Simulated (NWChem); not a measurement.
System: Tl, doublet

NWChem printed, in part:

```
             Northwest Computational Chemistry Package (NWChem) 7.3.0
             --------------------------------------------------------

                             Geometry "geometry" -> ""
                             -------------------------

 Output coordinates in angstroms (scale by  1.889725989 to convert to a.u.)

  No.       Tag          Charge          X              Y              Z
 ---- ---------------- ---------- -------------- -------------- --------------
    1 Tl                  81.0000     0.00000000     0.00000000     0.00000000

 Effective nuclear repulsion energy (a.u.)       0.0000000000

 Summary of "ao basis" -> "ao basis" (spherical)
 ------------------------------------------------------------------------------
       Tag                 Description            Shells   Functions and Types
 ---------------- ------------------------------  ------  ---------------------
 Tl                        def2-tzvp                16       50   6s5p3d2f

            General Information
            -------------------
          SCF calculation type: DFT
          Wavefunction type:  spin polarized.
          No. of atoms     :     1
          No. of electrons :    21
           Alpha electrons :    11
            Beta electrons :    10
          Charge           :     0
          Spin multiplicity:     2
          Use of symmetry is: off; symmetry adaption is: off
          Maximum number of iterations: 150
          AO basis - number of functions:    50
                     number of shells:    16
          Convergence on energy requested:  1.00D-06
          Convergence on density requested:  1.00D-05
          Convergence on gradient requested:  5.00D-04

              XC Information
              --------------
          PerdewBurkeErnzerhof Exchange Functional  1.000
            Perdew 1991 LDA Correlation Functional  1.000 local
           PerdewBurkeErnz. Correlation Functional  1.000 non-local

             Grid Information
             ----------------
          Grid used for XC integration:  medium
          Radial quadrature: Mura-Knowles
          Angular quadrature: Lebedev.
          Tag              B.-S. Rad. Rad. Pts. Rad. Cut. Ang. Pts.
          ---              ---------- --------- --------- ---------
          Tl                  1.90      123           9.0       590
          Grid pruning is: on
          Number of quadrature shells:   123
          Spatial weights used:  Erf1

      Superposition of Atomic Density Guess
      -------------------------------------

 Sum of atomic energies:        -195.23690061

      Non-variational initial energy
      ------------------------------

 Total energy =    -171.417224
 1-e energy   =    -301.457654
 2-e energy   =     130.040430
 HOMO         =      -0.005335
 LUMO         =      -0.005335

     ---------------------------------------------
      Total Density - Mulliken Population Analysis
     ---------------------------------------------

    Atom       Charge   Shell Charges
 -----------   ------   -------------------------------------------------------
    1 Tl  21    21.00   0.06 -0.56  1.74  0.78  1.06  0.93 -0.55  6.49  0.17  0.28  0.61  9.07  0.88  0.05  0.00  0.00

     --------------------------------------------
      Spin Density - Mulliken Population Analysis
     --------------------------------------------

    Atom       Charge   Shell Charges
 -----------   ------   -------------------------------------------------------
    1 Tl  21     1.00   0.00 -0.00 -0.00  0.00  0.00 -0.00 -0.00  0.01  0.11  0.28  0.61 -0.00 -0.00 -0.00  0.00  0.00

   convergence    iter        energy       DeltaE   RMS-Dens  Diis-err
 ---------------- ----- ----------------- --------- --------- ---------
 d= 0,ls=0.0,diis     1   -172.5123694910 -1.73D+02  1.30D-02  4.55D-02
                                                     1.00D-02  4.28D-02
 d= 0,ls=0.5,diis     2   -172.5346134518 -2.22D-02  1.26D-03  8.37D-04
                                                     1.17D-03  4.07D-04
 d= 0,ls=0.5,diis     3   -172.5351276177 -5.14D-04  4.67D-04  1.29D-04
                                                     4.60D-04  1.60D-04
 d= 0,ls=0.5,diis     4   -172.5352167655 -8.91D-05  1.63D-04  1.32D-05
                                                     1.26D-04  1.01D-05
 d= 0,ls=0.5,diis     5   -172.5352313070 -1.45D-05  9.27D-05  4.29D-06
                                                     4.97D-05  8.76D-07
  Resetting Diis
 d= 0,ls=0.5,diis     6   -172.5352365550 -5.25D-06  6.17D-05  2.10D-06
                                                     1.61D-05  1.60D-07
 d= 0,ls=0.5,diis     7   -172.5352390741 -2.52D-06  4.95D-05  1.16D-06
                                                     1.70D-05  5.62D-08
 d= 0,ls=0.5,diis     8   -172.5352405526 -1.48D-06  3.53D-05  5.90D-07
                                                     5.71D-06  2.69D-08
 d= 0,ls=0.5,diis     9   -172.5352412873 -7.35D-07  2.59D-05  3.52D-07
                                                     5.43D-06  2.62D-08
 d= 0,ls=0.5,diis    10   -172.5352416924 -4.05D-07  1.98D-05  2.05D-07
                                                     3.57D-06  1.01D-08
 d= 0,ls=0.5,diis    11   -172.5352419291 -2.37D-07  1.50D-05  1.22D-07
                                                     1.95D-06  5.49D-09
 d= 0,ls=0.5,diis    12   -172.5352420673 -1.38D-07  1.12D-05  7.26D-08
                                                     1.09D-06  4.00D-09
 d= 0,ls=0.5,diis    13   -172.5352421472 -7.99D-08  8.40D-06  4.33D-08
                                                     5.31D-07  3.00D-09

         Total DFT energy =     -172.535242193694
      One electron energy =     -301.401724968291
           Coulomb energy =      143.813554826066
    Exchange-Corr. energy =      -14.947072051469
 Nuclear repulsion energy =        0.000000000000

 Numeric. integr. density =       21.000000022023

                    DFT Final Alpha Molecular Orbital Analysis
                    ------------------------------------------

 Vector    9  Occ=1.000000D+00  E=-5.664309D-01
              MO Center= -7.3D-12,  1.2D-10, -1.6D-11, r^2= 6.5D-01
   Bfn.  Coefficient  Atom+Function         Bfn.  Coefficient  Atom+Function
  ----- ------------  ---------------      ----- ------------  ---------------
    25      0.557403  1 Tl d  1              24      0.536539  1 Tl d  0
    23      0.406494  1 Tl d -1              22     -0.199042  1 Tl d -2
    30      0.101711  1 Tl d  1              29      0.097903  1 Tl d  0
    28      0.074174  1 Tl d -1              26      0.063891  1 Tl d  2
    27     -0.036320  1 Tl d -2               5     -0.028680  1 Tl s

 Vector   10  Occ=1.000000D+00  E=-3.544831D-01
              MO Center= -1.1D-10,  7.7D-10,  5.0D-11, r^2= 2.0D+00
   Bfn.  Coefficient  Atom+Function         Bfn.  Coefficient  Atom+Function
  ----- ------------  ---------------      ----- ------------  ---------------
     5      0.811414  1 Tl s                  3     -0.626873  1 Tl s
     6      0.439645  1 Tl s                  2      0.390373  1 Tl s
     4     -0.265243  1 Tl s                  1     -0.106275  1 Tl s

 Vector   11  Occ=1.000000D+00  E=-9.845552D-02
              MO Center=  1.2D-10,  1.6D-10, -3.1D-10, r^2= 4.8D+00
   Bfn.  Coefficient  Atom+Function         Bfn.  Coefficient  Atom+Function
  ----- ------------  ---------------      ----- ------------  ---------------
    18      0.463433  1 Tl pz                21      0.306231  1 Tl pz
    12     -0.294199  1 Tl pz                15      0.245131  1 Tl pz
    16     -0.226924  1 Tl px                17      0.165486  1 Tl py
    19     -0.149947  1 Tl px                10      0.144056  1 Tl px
    13     -0.120030  1 Tl px                20      0.109353  1 Tl py

 Vector   12  Occ=0.000000D+00  E=-9.291464D-02
              MO Center=  1.2D-12,  1.1D-09, -1.8D-10, r^2= 4.7D+00
   Bfn.  Coefficient  Atom+Function         Bfn.  Coefficient  Atom+Function
  ----- ------------  ---------------      ----- ------------  ---------------
    17      0.441739  1 Tl py                11     -0.299120  1 Tl py
    20      0.290901  1 Tl py                14      0.264066  1 Tl py
    18     -0.239539  1 Tl pz                16     -0.167054  1 Tl px
    12      0.162201  1 Tl pz                21     -0.157743  1 Tl pz
    15     -0.143192  1 Tl pz                10      0.113118  1 Tl px

 Vector   13  Occ=0.000000D+00  E=-9.291449D-02
              MO Center= -7.7D-11,  1.2D-09, -2.5D-10, r^2= 4.7D+00
   Bfn.  Coefficient  Atom+Function         Bfn.  Coefficient  Atom+Function
  ----- ------------  ---------------      ----- ------------  ---------------
    16      0.450932  1 Tl px                10     -0.305345  1 Tl px
    19      0.296952  1 Tl px                13      0.269560  1 Tl px
    17      0.243170  1 Tl py                11     -0.164662  1 Tl py
    20      0.160140  1 Tl py                14      0.145366  1 Tl py
    18      0.133967  1 Tl pz                12     -0.090714  1 Tl pz

 Vector   14  Occ=0.000000D+00  E= 6.060528D-02
              MO Center= -8.0D-11,  7.4D-11,  1.6D-10, r^2= 1.3D+01
   Bfn.  Coefficient  Atom+Function         Bfn.  Coefficient  Atom+Function
  ----- ------------  ---------------      ----- ------------  ---------------
    21      1.231662  1 Tl pz                18     -1.017216  1 Tl pz
    19     -0.603001  1 Tl px                16      0.498013  1 Tl px
    20      0.439894  1 Tl py                17     -0.363303  1 Tl py
    12      0.209154  1 Tl pz                10     -0.102398  1 Tl px
    15     -0.091468  1 Tl pz                11      0.074701  1 Tl py

                     DFT Final Beta Molecular Orbital Analysis
                     -----------------------------------------

 Vector    8  Occ=1.000000D+00  E=-5.651528D-01
              MO Center=  4.4D-12,  1.2D-10, -2.0D-11, r^2= 6.4D-01
   Bfn.  Coefficient  Atom+Function         Bfn.  Coefficient  Atom+Function
  ----- ------------  ---------------      ----- ------------  ---------------
    23      0.563374  1 Tl d -1              25     -0.514012  1 Tl d  1
    26     -0.461825  1 Tl d  2              24      0.138281  1 Tl d  0
    28      0.097461  1 Tl d -1              30     -0.088922  1 Tl d  1
    31     -0.079894  1 Tl d  2              22     -0.064393  1 Tl d -2

 Vector    9  Occ=1.000000D+00  E=-5.616553D-01
              MO Center= -2.0D-12,  1.2D-10, -2.8D-11, r^2= 6.4D-01
   Bfn.  Coefficient  Atom+Function         Bfn.  Coefficient  Atom+Function
  ----- ------------  ---------------      ----- ------------  ---------------
    25      0.560684  1 Tl d  1              24      0.539696  1 Tl d  0
    23      0.408887  1 Tl d -1              22     -0.200214  1 Tl d -2
    30      0.096325  1 Tl d  1              29      0.092720  1 Tl d  0
    28      0.070246  1 Tl d -1              26      0.064267  1 Tl d  2
     5     -0.055469  1 Tl s                  3      0.037409  1 Tl s

 Vector   10  Occ=1.000000D+00  E=-3.382990D-01
              MO Center= -1.6D-11,  7.1D-10, -1.5D-10, r^2= 2.0D+00
   Bfn.  Coefficient  Atom+Function         Bfn.  Coefficient  Atom+Function
  ----- ------------  ---------------      ----- ------------  ---------------
     5      0.827564  1 Tl s                  3     -0.641300  1 Tl s
     6      0.422250  1 Tl s                  2      0.396341  1 Tl s
     4     -0.258241  1 Tl s                  1     -0.107906  1 Tl s
    25      0.036459  1 Tl d  1              24      0.035094  1 Tl d  0
    23      0.026588  1 Tl d -1

 Vector   11  Occ=0.000000D+00  E=-8.102957D-02
              MO Center= -9.7D-11,  1.2D-09, -2.8D-10, r^2= 4.5D+00
   Bfn.  Coefficient  Atom+Function         Bfn.  Coefficient  Atom+Function
  ----- ------------  ---------------      ----- ------------  ---------------
    16      0.393060  1 Tl px                17      0.381949  1 Tl py
    10     -0.259726  1 Tl px                11     -0.252384  1 Tl py
    13      0.229023  1 Tl px                19      0.228374  1 Tl px
    14      0.222549  1 Tl py                20      0.221919  1 Tl py
    18      0.056075  1 Tl pz                 7      0.051297  1 Tl px

 Vector   12  Occ=0.000000D+00  E=-8.102957D-02
              MO Center=  4.7D-11,  1.1D-09, -2.1D-10, r^2= 4.5D+00
   Bfn.  Coefficient  Atom+Function         Bfn.  Coefficient  Atom+Function
  ----- ------------  ---------------      ----- ------------  ---------------
    17      0.359630  1 Tl py                16     -0.309522  1 Tl px
    18     -0.279979  1 Tl pz                11     -0.237636  1 Tl py
    14      0.209545  1 Tl py                20      0.208951  1 Tl py
    10      0.204525  1 Tl px                12      0.185004  1 Tl pz
    13     -0.180348  1 Tl px                19     -0.179837  1 Tl px

 Vector   13  Occ=0.000000D+00  E=-6.007843D-02
              MO Center= -2.7D-11,  1.3D-09, -3.0D-10, r^2= 4.8D+00
   Bfn.  Coefficient  Atom+Function         Bfn.  Coefficient  Atom+Function
  ----- ------------  ---------------      ----- ------------  ---------------
    18      0.443641  1 Tl pz                21      0.318277  1 Tl pz
    12     -0.297626  1 Tl pz                15      0.258415  1 Tl pz
    16     -0.217231  1 Tl px                17      0.158419  1 Tl py
    19     -0.155846  1 Tl px                10      0.145734  1 Tl px
    13     -0.126534  1 Tl px                20      0.113653  1 Tl py

     ---------------------------------------------
      Total Density - Mulliken Population Analysis
     ---------------------------------------------

    Atom       Charge   Shell Charges
 -----------   ------   -------------------------------------------------------
    1 Tl  21    21.00   0.06 -0.59  1.87  0.68  1.23  0.75 -0.56  6.56  0.18  0.52  0.30  8.91  1.03  0.06  0.00  0.00

     --------------------------------------------
      Spin Density - Mulliken Population Analysis
     --------------------------------------------

    Atom       Charge   Shell Charges
 -----------   ------   -------------------------------------------------------
    1 Tl  21     1.00  -0.00  0.00 -0.00 -0.00 -0.01  0.02 -0.00  0.01  0.19  0.51  0.30 -0.03  0.02  0.00 -0.00  0.00

     -------------------------------------------
      Total Density - Lowdin Population Analysis
     -------------------------------------------

    Atom       Charge   Shell Charges
 -----------   ------   -------------------------------------------------------
    1 Tl  21    21.00   0.01  0.01  1.02  0.97  1.02  0.97  0.03  5.41  0.74  0.49  0.33  8.30  1.56  0.14  0.00  0.00

     ------------------------------------------
      Spin Density - Lowdin Population Analysis
     ------------------------------------------

    Atom       Charge   Shell Charges
 -----------   ------   -------------------------------------------------------
    1 Tl  21     1.00  -0.00 -0.00 -0.00  0.00 -0.01  0.01  0.00  0.03  0.17  0.47  0.32 -0.02  0.02  0.00 -0.00  0.00

   alpha - beta orbital overlaps
   -----------------------------

   alpha      1      2      3      4      5      6      7      8      9     10
    beta      1      2      3      4      5      6      7      8      9     10
 overlap   1.000  1.000  1.000  1.000  0.999  0.999  0.999  0.999  1.000  0.999

   alpha     11     12     13     14     15     16     17     18     19     20
    beta     13     12     11     16     14     15     22     20     21     17
 overlap   1.000  0.951  0.951  1.000  0.983  0.983  0.962  1.000  1.000  0.962

[...]

                         DFT ENERGY GRADIENTS

    atom               coordinates                        gradient
                 x          y          z           x          y          z
   1 Tl      0.000000   0.000000   0.000000   -0.000000   0.000000   0.000000
```

Level: PBE/def2-TZVP with def2 effective core potentials on Tl, spin-unrestricted. The open p shell is one determinant without spherical averaging. No stability test was run on the SCF state. def2 effective core potentials on Tl; no spin-orbit coupling.

Question: Reconstruct the input file.

Answer: One answer among several that fit: the input that was run:
```
start job
memory heap 200 mb stack 900 mb global 1100 mb
geometry units angstroms noautoz
  Tl     0.000000     0.000000     0.000000
end
basis spherical
  * library def2-tzvp
end
ecp
  Tl library def2-ecp
end
dft
  odft
  mult 2
  xc xpbe96 cpbe96
  iterations 150
  mulliken
end
task dft gradient
```
